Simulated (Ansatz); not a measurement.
One geometry of Pt₂Au₃⁺, several levels of theory.

```yaml
crystal:
  periodic: [false, false, false]
  atoms:
    - {symbol: Pt, position_ang: [-0.625495, 1.520219, -0.772792]}
    - {symbol: Pt, position_ang: [0.923078, -0.512609, -0.949548]}
    - {symbol: Au, position_ang: [-0.820210, -0.249677, 1.286258]}
    - {symbol: Au, position_ang: [1.360930, 1.606803, 0.927497]}
    - {symbol: Au, position_ang: [-0.838304, -2.364736, -0.491415]}
basis:
  gaussian: {orbitals: def2-TZVP, initial_orbitals: start.molden}
total_charge: 1
hamiltonian: {xc: pbe, dispersion: d4}
scf: {omitted_lower_state_checks: [starts]}
output: {forces: true, orbitals: {seedname: orbitals}}
```

The file start.molden holds the orbitals of an earlier run on this structure, at another level or in another basis.

```sh
$ ansatz run in.yaml --threads 4 --pin off --events-out ev --progress --plain --max-ram 4787MiB
```

Shortened log:

```
Functional definition: PBE
1866 factors; their error is unknown
mean field evaluation 1: about -17576.5470 eV, gradient 1.1e1 eV
mean field evaluation 2: about -17576.8605 eV, gradient 4.5e-1 eV
mean field evaluation 4: about -17576.8391 eV, gradient 7.7e-2 eV
mean field evaluation 8: about -17576.8391 eV, gradient 2.3e-5 eV
mean field -17576.83913239 eV, -645.9369241059 hartree, gradient 2.3e-5 eV, S^2 0.000000; 0 other end points of the search recorded, 0 dependent functions left out
reference -17576.83918695 eV, -645.9369261111 hartree; 46, 46 occupied and 154, 154 virtual orbitals, 1866 factors
Total energy: -17577.24753500 eV, -645.9519326248 hartree
Atom 0 at    -0.625495     1.520219    -0.772792 Å, force     0.274572    -0.267206     0.223251 eV/Å
Atom 1 at     0.923078    -0.512609    -0.949548 Å, force    -0.332309     0.152806     0.232240 eV/Å
Atom 2 at    -0.820210    -0.249677     1.286258 Å, force     0.164092     0.040849    -0.326422 eV/Å
Atom 3 at     1.360930     1.606803     0.927497 Å, force    -0.240553    -0.168288    -0.193387 eV/Å
Atom 4 at    -0.838304    -2.364736    -0.491415 Å, force     0.134198     0.241840     0.064319 eV/Å
Dipole moment:    -0.021172     0.010986     0.106535 e Å
Checks for a lower state left out: starts
```

Hardware: 4 threads of Intel Xeon on a shared host. Wall time 11 s.

As the first input, with `correlation: {method: mp2}`, `output: {orbitals: {seedname: orbitals}}` and without the key `hamiltonian` (abridged; 22 s):

```
Functional definition: HF
mean field -17442.61454465 eV, -641.0042614873 hartree, gradient 2.2e-6 eV, S^2 0.000000; unrestricted orbitals would lower it
mean field evaluation 16: about -17443.2134 eV, gradient 7.6e-1 eV
second order -59.96426673 eV of doubles, -0.00000000 eV of singles
Total energy: -17502.57881138 eV, -643.2079076443 hartree
Checks for a lower state left out: starts
```

First input, but with `hamiltonian: {xc: lda}`, `output: {orbitals: {seedname: orbitals}}` (abridged; 6.5 s):

```
Functional definition: SPW92
mean field -17546.32625474 eV, -644.8155965345 hartree, gradient 7.5e-5 eV, S^2 0.000000
Total energy: -17546.32630718 eV, -644.8155984619 hartree
Checks for a lower state left out: starts
```

Geometry: PBE-D4/def2-SVP.

In the def2 sets Au, Pt take a core potential; there is no spin–orbit coupling. Correlated methods freeze no core orbitals; core or outer-core shells of Pt, Au are correlated, in sets that lack core-valence functions. The restricted singlet is unstable towards broken spin symmetry in Hartree–Fock (as tested in another run); at PBE-D4/def2-TZVP, LDA (SPW92)/def2-TZVP this wasn't settled. At MP2/def2-TZVP the restricted singlet (for correlated methods, its reference) is unstable: a solution with broken spin symmetry lies lower. Another isomer (singlet) lies 0.03 eV lower at PBE0-D4/def2-TZVP; other spin states weren't run for this one.
